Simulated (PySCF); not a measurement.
Si(CCH)(Cl)2(OMe) (C₃H₄Cl₂OSi), SMILES C#C[Si](Cl)(Cl)OC. Atoms are numbered in the order given.

```xyz
11

C      2.4412    -1.7011     0.4451
C      1.4836    -0.9663     0.2936
Si     0.0265     0.1002     0.0829
Cl     0.3561     1.9262     0.9468
Cl    -0.3189     0.3325    -1.9394
O     -1.2961    -0.5407     0.8062
C     -1.8860    -1.7915     0.4975
H      3.2916    -2.3455     0.5785
H     -2.2154    -1.8269    -0.5551
H     -2.7624    -1.9253     1.1476
H     -1.1816    -2.6224     0.6764
```
Charge 0, spin multiplicity 1.

Geometry optimised at B3LYP-D3(BJ)/def2-SVP. One conformer was computed; it need not be the lowest.

Method: PBE/def2-TZVP run with PySCF.

ESP charges are fitted to the potential on shells at 1.4 to 2.0 van der Waals radii. Atomic charges (e):

```json
[
 {"atom": "C1", "ESP fit": "-0.40", "Mulliken": "-0.15"},
 {"atom": "C2", "ESP fit": "0.14", "Mulliken": "-0.15"},
 {"atom": "Si3", "ESP fit": "-0.03", "Mulliken": "0.58"},
 {"atom": "Cl4", "ESP fit": "-0.02", "Mulliken": "-0.17"},
 {"atom": "Cl5", "ESP fit": "-0.04", "Mulliken": "-0.20"},
 {"atom": "O6", "ESP fit": "-0.09", "Mulliken": "-0.26"},
 {"atom": "C7", "ESP fit": "-0.28", "Mulliken": "-0.22"},
 {"atom": "H8", "ESP fit": "0.31", "Mulliken": "0.18"},
 {"atom": "H9", "ESP fit": "0.13", "Mulliken": "0.12"},
 {"atom": "H10", "ESP fit": "0.13", "Mulliken": "0.14"},
 {"atom": "H11", "ESP fit": "0.14", "Mulliken": "0.13"}
]
```

Computed Mayer and Wiberg (Löwdin basis) orders of the bonds:
```
bond     Mayer  Wiberg
-------  -----  ------
C1–C2     2.68    2.97
C2–Si3    1.01    1.14
Si3–Cl4   1.24    1.84
Si3–Cl5   1.17    1.79
Si3–O6    1.28    1.60
O6–C7     0.95    1.49
C1–H8     0.98    0.92
C7–H9     0.96    0.94
C7–H10    0.96    0.94
C7–H11    0.96    0.94
```
